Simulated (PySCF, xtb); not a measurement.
RbF, SMILES [F][Rb].

Harmonic wavenumbers (cm⁻¹) from GFN2-xTB (xtb) at its own minimum, in rising order: 284.

**Question.** What does PySCF 2.14.0 with B3LYP-D3(BJ)/def2-TZVPD give at its own minimum? (Estimate from the structure and the level; the computed values follow.)

**Answer.** 354. Paired by order, the mean absolute difference is 71 cm⁻¹ and the zero-point energies are 0.4 and 0.5 kcal/mol.
